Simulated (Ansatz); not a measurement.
Basis-set extrapolation for C2H3AlO (PBE0-D4/def2-TZVP geometry, frozen core, Ansatz). Multiplicity 1, RHF reference.

```
                      def2-TZVPP   def2-QZVPP
                 HF  -394.316778  -394.331097
    MP2 correlation    -0.619416    -0.664310
CCSD(T) correlation    -0.667606      not run
```

Energies in hartree. Use E(X) = E(∞) + A·exp(−7.88·√X) for Hartree–Fock and E(X) = E(∞) + B·X^(−2.97) for correlation, with X = 3 and 4, and add CCSD(T) minus MP2 of the smaller set to the MP2 limit.

Q: What is the CCSD(T) energy at the basis-set limit?

A: HF limit: -394.331097 + (-0.014319) × 0.13774 = -394.33307. MP2 limit: -0.664310 + (-0.044894) × 0.74074 = -0.69756. Higher-order term: -0.667606 − (-0.619416) = -0.04819. Total: -395.07882 hartree, 2.57 eV below CCSD(T)/def2-TZVPP.
